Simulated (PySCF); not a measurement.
Vertical excitations of a molecule C3H12OSi2 from TDA-PBE/def2-SVPD run with PySCF, as energy in eV (oscillator strength): 6.12 (0.035), 6.65 (0.017), 6.70 (0.004), 6.80 (0.002), 6.87 (0.032), 7.06 (0.042). Lowest triplet (TDA): 5.89 eV. The structure is a stationary point at B3LYP-D3(BJ)/def2-SVP. Other conformers were not sampled.

**Question.** Which structure fits?
(A) C[SiH](C)C[SiH2]O
(B) C[SiH2]O[C@H](C)[SiH3]
(C) C[C@@](O)([SiH3])C[SiH3]
(D) C[SiH2][C@@H](O)C[SiH3]

**Answer.** A, C[SiH](C)C[SiH2]O
